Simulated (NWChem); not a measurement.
Species: MgNH2F; SMILES [NH2][Mg][F]

```xyz
5

Mg     0.0000     0.0000    -0.0826
F      0.0000     0.0000    -1.8263
N      0.0000     0.0000     1.8037
H      0.0000    -0.8193     2.4010
H      0.0000     0.8193     2.4010
```
Atoms are numbered in this order, from 1.

Results from NWChem. Structure relaxed at the B3LYP/6-31G* (spherical d) level. Hybrids' shares of exact exchange are those that their runs print; pure functionals count as 0. The functionals differ in more than this share.

| row | share of exact exchange | highest occupied level (eV) |
|---|---|---|
| PBE/def2-SVP | 0.00 | -5.04 |
| PW91/def2-SVP | 0.00 | -5.09 |
| TPSSh/def2-SVP | 0.10 | -5.63 |
| B3LYP/def2-SVP | 0.20 | -6.19 |
| PBE0/def2-SVP | 0.25 | -6.43 |
| MPW1K/def2-SVP | 0.43 | withheld |

### Question
Fit a straight line of the last column on the one before it, predict the withheld value, and compare with the run.

### Answer

1. Means of the 5 shown rows: x = 0.110, y = -5.676. Slope Σ(x − x̄)(y − ȳ)/Σ(x − x̄)² = -0.2867/0.05200 = -5.513; intercept -5.070.
2. The shown rows scatter about the line by 0.020 (root mean square); the largest residual is +0.03, at PBE/def2-SVP.
3. At x = 0.43 (MPW1K/def2-SVP; beyond the shown range) the line gives -7.44.
4. The run gives -7.47, -0.03 from the line, 1.5 times the scatter.
